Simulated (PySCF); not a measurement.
C3H9NOSi, SMILES CN1C[SiH](O)C1. Coordinates come from a r2SCAN-D4/def2-SVP optimisation. The structure was generated by enumeration, and PubChem lists no compound with its InChIKey, so it may never have been made. The values are those of a single conformer.

Computed equilibrium geometry at r2SCAN-D4/def2-SVP (PySCF confirms it by a frequency run) as bond lengths and angles, and its point group (one conformer of several):
point group Cs.
Atoms: C1 N2 C3 Si4 O5 C6 H7 H8 H9 H10 H11 H12 H13 H14 H15. Bonds (Å): C1–N2 1.443, C1–H7 1.116, C1–H8 1.102, C1–H9 1.102, N2–C3 1.477, N2–C6 1.477, C3–Si4 1.896, C3–H10 1.104, C3–H11 1.118, Si4–O5 1.665, Si4–C6 1.896, Si4–H12 1.487, O5–H13 0.965, C6–H14 1.104, C6–H15 1.118. Angles (°): N2–C1–H7 112.5, N2–C1–H8 110.1, N2–C1–H9 110.1, H7–C1–H8 108.0, H7–C1–H9 108.0, H8–C1–H9 108.0, C1–N2–C3 116.8, C1–N2–C6 116.8, C3–N2–C6 103.1, N2–C3–Si4 85.7, N2–C3–H10 113.7, N2–C3–H11 112.9, Si4–C3–H10 122.7, Si4–C3–H11 112.4, H10–C3–H11 108.0, C3–Si4–O5 117.0, C3–Si4–C6 75.1, C3–Si4–H12 121.0, O5–Si4–C6 117.0, O5–Si4–H12 104.5, C6–Si4–H12 121.0, Si4–O5–H13 115.2, N2–C6–Si4 85.7, N2–C6–H14 113.7, N2–C6–H15 112.9, Si4–C6–H14 122.7, Si4–C6–H15 112.4, H14–C6–H15 108.0.
Charge 0, spin multiplicity 1.
